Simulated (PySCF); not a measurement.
# A small calculation by hand: oscillator strength and radiative lifetime

ClF₃HNW, SMILES [F][W](=[NH])([F])([F])[Cl], multiplicity 1.

Coordinates come from a B3LYP-D3(BJ)/def2-SVP optimisation. The multiplicity is an assumed one; no other spin state was optimised. The structure was generated by enumeration; whether it is a known compound was not checked. The def2 effective core potentials stand for the cores of W; spin–orbit coupling is left out.

PySCF with TDDFT-ωB97X/def2-SVPD puts the first singlet state with f over 0.02 at 5.01 eV (vertical), with the transition dipole (0.469, -0.053, 0.000) in atomic units.

**Question.** Find the oscillator strength, the wavelength and the radiative lifetime that this transition would have in vacuum if emission retraced absorption.

**Answer.** 
|μ|² = 0.2228 au, so |μ| = 1.20 D. ΔE = 5.01/27.211 = 0.1841 hartree. f = (2/3) ΔE |μ|² = 0.027 (the program prints 0.027).
λ = 1239.84/5.01 = 247 nm; ν = 40408 cm⁻¹.
Einstein's coefficient A = 0.6670 ν² f s⁻¹ (ν in cm⁻¹) = 3.0e7 s⁻¹, so τ = 1/A = 34 ns. This state is S3; the lower singlets have f = 0.001, 0.004. The figure is the radiative limit of this one transition; relaxation, internal conversion, crossing to triplets and a medium change what is measured.
